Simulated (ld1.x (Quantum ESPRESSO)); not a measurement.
## Plane-wave convergence, TM potential for hafnium

```json
{
 "Element": "hafnium (Hf)",
 "Generator": "ld1.x (Quantum ESPRESSO) 7.5",
 "Type": "norm-conserving Troullier–Martins (Kleinman–Bylander form)",
 "Functional": "PBE",
 "Relativity": "scalar-relativistic",
 "Frozen core": "[Kr] 4d10 4f14 5s2",
 "Valence charge": "10",
 "Reference configuration": "5p6 5d2 6s2 6p0",
 "Partial waves": "6s (bound): rc 2.60 bohr; 5p (bound): rc 1.55 bohr; 5d (bound): rc 2.70 bohr",
 "Local potential": "all-electron potential smoothed inside 1.35 bohr (lloc = -1)",
 "Core correction": "a·sin(br)/r model core inside 1.45 bohr"
}
```

The pseudo-atom Hamiltonian at the reference potential is diagonalised in spherical Bessel functions j_l(qr) that vanish at 20 bohr, with q² up to the cutoff. All-electron valence levels (Ry): 6s -0.3754, 5p -2.6146, 6p -0.1026, 5d -0.1976.

Task: How do the lowest levels (Ry) of each channel move with the cutoff, and are there ghosts?

Result:

| cutoff (Ry) | s #1 | s #2 | s #3 | p #1 | p #2 | p #3 | d #1 | f #1 | f #2 | Σ f·Δε (mRy) |
| --- | --- | --- | --- | --- | --- | --- | --- | --- | --- | --- |
| 8 | -6.4780 | -0.3725 | -0.0026 | -2.2428 | -0.0780 | 0.0521 | -0.0746 | 0.1026 | 0.2174 | 2482.5 |
| 18 | -11.4204 | -0.3753 | -0.0027 | -2.5815 | -0.1033 | 0.0452 | -0.1927 | 0.1026 | 0.2173 | 208.8 |
| 30 | -12.5706 | -0.3754 | -0.0029 | -2.5959 | -0.1037 | 0.0451 | -0.1976 | 0.1026 | 0.2173 | 112.4 |
| 50 | -12.9841 | -0.3754 | -0.0030 | -2.6133 | -0.1041 | 0.0450 | -0.1976 | 0.1026 | 0.2173 | 7.8 |
| 70 | -13.0103 | -0.3754 | -0.0030 | -2.6138 | -0.1042 | 0.0450 | -0.1976 | 0.1026 | 0.2173 | 5.0 |
| 110 | -13.0130 | -0.3754 | -0.0030 | -2.6146 | -0.1042 | 0.0450 | -0.1976 | 0.1026 | 0.2173 | 0.2 |
| 400 | -13.0131 | -0.3754 | -0.0030 | -2.6146 | -0.1042 | 0.0450 | -0.1976 | 0.1026 | 0.2173 | 0.0 |

Result: ghost state, extra bound levels that the all-electron valence spectrum of the same l lacks: s at -177.1 eV (a true bound ghost makes a file unfit for plane-wave use); 10 mRy is reached at 50 Ry and 1 mRy at 90 Ry.

1 of 7 tests not solved or not reliable.
